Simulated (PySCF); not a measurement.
**CH5Ge, SMILES `[CH2][GeH3]` (charge 0, multiplicity 2)**

Level of theory: PBE0-D4/def2-TZVP in PySCF.

```yaml
highest_occupied_spin_orbital: -6.88 eV
dipole_moment: 0.52 D
total_energy: -2117.7398 Ha
cost: very roughly 25 core-seconds
```

Bonds (Å): C1–Ge2 1.919, C1–H3 1.084, C1–H4 1.084, Ge2–H5 1.537, Ge2–H6 1.538, Ge2–H7 1.543. Bond angles (°): Ge2–C1–H3 121.9, Ge2–C1–H4 122.1, H3–C1–H4 116.0, C1–Ge2–H5 110.0, C1–Ge2–H6 110.1, C1–Ge2–H7 110.8, H5–Ge2–H6 109.6, H5–Ge2–H7 108.4, H6–Ge2–H7 107.9.
Charge 0, spin multiplicity 2.
